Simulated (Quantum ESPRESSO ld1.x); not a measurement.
Values are calculated unless marked as measured or tabulated.
Q: The mean radii <r> (bohr) of the occupied orbitals of an atom or ion are listed with their occupations. Level of theory: scalar-relativistic Kohn-Sham, LDA (Slater exchange, VWN5 correlation), spin-polarised, spherical densities, point nucleus (ld1.x of Quantum ESPRESSO 7.5).

| orbital | occ. | <r> |
|---|---|---|
| 1s up | 1 | 0.06963 |
| 1s down | 1 | 0.06955 |
| 2s up | 1 | 0.3108 |
| 2s down | 1 | 0.3122 |
| 2p up | 3 | 0.2720 |
| 2p down | 1 | 0.2738 |
| 3s up | 1 | 0.7907 |
| 4s up | 1 | 1.531 |
| 4s down | 1 | 1.546 |

Name the element and its charge. Open shells, if any, are filled with parallel spins first.

A: Z = 22, titanium, charge +11: Ti11+ in [He] 2s2 2p4 3s1 4s2. The 1s radius gives Z: for a bare nucleus <r> = (2 gamma + 1)/(2Z) with gamma = sqrt(1 - (Z/c)^2), 0.06759 bohr for Z = 22, and screening makes it slightly larger (0.06963 here). The occupations add up to 11, and the charge is Z minus that.
